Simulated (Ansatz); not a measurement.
Pulling on the Ge1–Cl2 bond in ClGeH3 (SMILES [Cl][GeH3]) (multiplicity 1 held, fragments rigid). Energies count from the point at 2.175 Å.
Geometry at that point (charge 0, multiplicity 1):
```tsv
atom	x (Å)	y (Å)	z (Å)
Ge	-0.6844	0.0316	0.0036
Cl	1.4882	-0.0688	-0.0077
H	-1.0696	1.4667	-0.3737
H	-1.1432	-0.3267	1.4217
H	-1.1862	-0.9829	-1.0303
```

Signs of static correlation in def2-TZVPP, from Ansatz (a program for electronic structure) runs.

| R (Å) | T1 of restricted CCSD | ⟨S²⟩ of UHF | largest double amplitude of restricted CCSD |
|---|---|---|---|
| 1.740 | 0.007 | 0.000 | 0.021 |
| 1.957 | 0.008 | 0.000 | 0.026 |
| 2.175 | 0.008 | 0.000 | 0.034 |
| 2.392 | 0.010 | 0.000 | 0.055 |
| 2.610 | 0.012 | 0.000 | 0.078 |
| 2.936 | 0.018 | 0.000 | 0.114 |
| 3.262 | 0.029 | 0.628 | 0.155 |
| 3.806 | ? | 0.936 | 0.259 |
| 4.350 | 0.111 | 0.998 | 0.467 |
| 5.002 | 0.172 | 1.012 | ? |
| 5.872 | 0.210 | 1.015 | 1.146 |
| 6.960 | 0.210 | 1.015 | 1.222 |

Q: Some entries are withheld; supply them.

A: 
- 3.806, T1 of restricted CCSD: 0.060
- 5.002, largest double amplitude of restricted CCSD: 0.827

Doubts at one or more of the structures used: a restricted determinant that unrestricted orbitals would lower (R-CCSD(T)/def2-TZVPP); T1 above 0.05 (R-CCSD(T)/def2-TZVPP, U-CCSD(T)/def2-TZVPP); other coupled-cluster roots lie near (R-CCSD(T)/def2-TZVPP); a spin-contaminated determinant (U-CCSD(T)/def2-TZVPP).
